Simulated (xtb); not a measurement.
Job for xtb: GFN1-xTB on CH6AlN (SMILES [CH3][AlH][NH2]).

```
$ xtb mol.xyz --gfn 1 --sp --chrg 0 --uhf 0
9

C     -1.47380810    -0.00455960    -0.18138488
Al     0.32410910     0.53975290     0.35448705
N      1.71693362    -0.47384127    -0.06900602
H     -1.94323224     0.75455457    -0.81437571
H     -2.12471659    -0.12628799     0.68970829
H     -1.48055423    -0.94684251    -0.73399481
H      0.63552966     1.86182612     1.16371998
H      1.67254999    -1.34135562    -0.58092736
H      2.67318879    -0.26324659     0.17177347
```

The head of its log:

```
[...]
           -------------------------------------------------
          |                Calculation Setup                |
           -------------------------------------------------



           -------------------------------------------------
          |                 G F N 1 - x T B                 |
           -------------------------------------------------

        Reference                      10.1021/acs.jctc.7b00118
      * Hamiltonian:
        H0-scaling (s, p, d)           1.850000    2.250000    2.000000
        zeta-weighting                 0.000000
      * Dispersion:
        s8                             2.400000
        a1                             0.630000
        a2                             5.000000
        s9                             0.000000
      * Repulsion:
        kExp                           1.500000
        rExp                           1.000000
      * Coulomb:
        alpha                          2.000000
        third order                    atomic
        anisotropic                    false
      * Halogen bond correction:
        rad-scale                      1.300000
        damping                        0.440000


          ...................................................
          :                      SETUP                      :
          :.................................................:
          :  # basis functions                  30          :
          :  # atomic orbitals                  29          :
          :  # shells                           19          :
          :  # electrons                        18          :
          :  # halogen bonds                     0          :
          :  max. iterations                   250          :
          :  Hamiltonian                  GFN1-xTB          :
          :  restarted?                      false          :
          :  GBSA solvation                  false          :
          :  PC potential                    false          :
          :  electronic temp.          300.0000000     K    :
          :  accuracy                    1.0000000          :
          :  -> integral cutoff          0.2500000E+02      :
          :  -> integral neglect         0.1000000E-07      :
          :  -> SCF convergence          0.1000000E-05 Eh   :
          :  -> wf. convergence          0.2000000E-04 e    :
          :  Broyden damping             0.4000000          :
          :  net charge                          0          :
          :  unpaired electrons                  0          :
          ...................................................

 iter      E             dE          RMSdq      gap      omega  full diag
   1     -9.9266766 -0.992668E+01  0.666E+00    4.47       0.0  T
   2     -9.9409199 -0.142433E-01  0.410E+00    5.15       1.0  T
```

Give the final energy of this run.

-9.8339 hartree.
